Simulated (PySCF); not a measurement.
Level of theory: PBE-D3(BJ)/def2-TZVP // B3LYP-D3(BJ)/def2-TZVP in PySCF. Isolated molecules, 0 K electronic values unless said otherwise. 

Reference species (SMILES): `CB(C)C` (neutral, multiplicity 1).

| Property | Value |
|---|---|
| HOMO–LUMO gap | 5.94 eV |
| dipole moment | 0.03 D |

Changed species: `CB(N)N` (2 of 3 CH3 replaced by NH2; the reference has 0 of 3 CH3 replaced by NH2).

### Question
Give the shifts of the HOMO–LUMO gap and dipole moment.

### Answer
the HOMO–LUMO gap falls by 0.49 eV, to 5.45 eV; the dipole moment increases by 1.11 D, to 1.14 D.
